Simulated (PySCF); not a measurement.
# Static response to an electric field

Compound: C₇H₅F₂N.
SMILES with atom numbers: `[CH:1]#[C:2][CH2:3][n:4]1[cH:5][c:6]([F:7])[cH:8][c:9]1[F:10]` (hydrogens: H11 on C1; H12, H13 on C3; H14 on C5; H15 on C8)

Geometry (GFN2-xTB, Å), atoms numbered from 1 in this order:
```xyz
15
C7H5F2N angstrom
C      0.4671    3.0235   -0.7015
C      0.9190    1.9474   -0.4407
C      1.4147    0.6205   -0.1115
N      0.3254   -0.3143    0.0637
C     -0.4063   -0.8852   -0.9411
C     -1.3795   -1.6442   -0.3543
F     -2.2961   -2.3749   -1.0039
C     -1.2678   -1.5478    1.0474
C     -0.2079   -0.7094    1.2432
F      0.3396   -0.2838    2.3861
H      0.0918    3.9759   -0.9301
H      1.9866    0.6690    0.8212
H      2.0687    0.2631   -0.9151
H     -0.1848   -0.7097   -1.9732
H     -1.8749   -2.0221    1.7881
```

Level: B3LYP/def2-SVPD (PySCF), static field, nuclei fixed, core orbitals frozen in the response. The polarisability tensor in these axes (au):

```
x   77.81 14.24 -0.60
y   14.24 94.52 -6.80
z   -0.60 -6.80 81.76
```

**Question.** Give the principal values, the mean and the anisotropy Δα = √{½[(α1 − α2)² + (α2 − α3)² + (α1 − α3)²]}.

**Answer.** Principal values 68.95, 80.74 and 104.39 au; mean 84.70 au = 12.55 Å³ = 13.96 × 10⁻⁴⁰ C²·m²/J; Δα = 31.26 au (37 % of the mean).

**Question.** What is the dipole moment, and where does it point?

**Answer.** (2.07, 1.53, -0.48) D, 2.62 D in size, pointing from the negative to the positive side. Measured along this direction, the outermost atoms are F7 and H15 at the negative end and H11 at the positive end.

**Question.** What depolarisation ratio follows for Rayleigh scattering of linearly polarised light, taking the static tensor?

**Answer.** ρ = 3Δα²/(45ᾱ² + 4Δα²) = 2931.9/(322803 + 3909.3) = 0.00897.

**Question.** How large is μ²/3kT at 250 K beside α?

**Answer.** In Gaussian units μ²/3kT = 66.05 Å³ against 12.55 Å³, a ratio of 5.26; the Debye molar polarisation (4π/3)N_A(α + μ²/3kT) is 198.3 cm³/mol, leaving out the vibrational part.

**Question.** Find the Langevin capture rate constant for H3O+ (19.018 u) meeting this molecule (141.039 u), k = 2.342 × 10⁻⁹ cm³/s × √(α in Å³ / reduced mass in u).

**Answer.** The reduced mass is 16.76 u, so k = 2.03 × 10⁻⁹ cm³/s. The formula leaves out the permanent dipole, which adds to the capture rate.

**Question.** Give the eigenvalues of the traceless quadrupole moment Θ = ½Σq(3rr − r²1), origin at the centre of nuclear charge.

**Answer.** -9.73, 3.92, 5.81 D·Å. The values depend on the origin, since the dipole doesn't vanish. The electronic extent ⟨r²⟩ about the same centre is 1478 bohr², a root-mean-square distance of 2.40 Å for the 72 electrons.

**Question.** Sum over states: ᾱ = Σ f/ω², ω in Eh. What share falls to these 8 lowest TDDFT singlets (eV, f)? 5.35, 0.0106; 5.51, 0.0030; 5.78, 0.0111; 6.23, 0.0428; 6.27, 0.0214; 6.33, 0.0700; 6.43, 0.0177; 6.47, 0.0190.

**Answer.** They add up to 3.76 au, 4.4 % of the 84.70 au; the largest single term is 1.29 au, from the state at 6.33 eV. Terms in order: 0.28, 0.07, 0.25, 0.82, 0.40, 1.29, 0.32, 0.34 au. Higher excitations give the rest. The strengths listed sum to 0.196.

One conformer (not necessarily the lowest) at the GFN2-xTB geometry, without solvent, vibrations or thermal averaging.
